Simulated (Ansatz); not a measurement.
AlBrFHS (`[F][Al]([SH])[Br]`), relaxed with RKS PBE-D4/def2-SVP in Ansatz from a rough embedded geometry. The force threshold is 0.03 eV/Å; the program also tests the step.

The species carries charge 0 and has multiplicity 1.

Start:

```xyz
5

F     0.511    1.317    1.694
Al   -0.289    0.285    0.435
S     0.807   -1.509   -0.341
Br   -2.426    0.706   -0.404
H     1.397   -0.800   -1.384
```

Q: How much energy does the relaxation release, and in how many steps? (Best estimate.)

A: Computed: 0.34 eV, in 5 steps.

Q: Which bonds change most? (Best estimate.)

A: The calculation gave: F1–Al2 from 1.814 to 1.673 Å; Al2–Br4 from 2.335 to 2.251 Å; Al2–S3 from 2.240 to 2.195 Å; S3–H5 from 1.393 to 1.366 Å.

Q: Give the relaxed structure. (An estimate is asked.)

A: The calculation gave: 
```xyz
5

F     0.408    1.245    1.534
Al   -0.281    0.231    0.396
S     0.843   -1.514   -0.318
Br   -2.349    0.783   -0.298
H     1.378   -0.746   -1.313
```
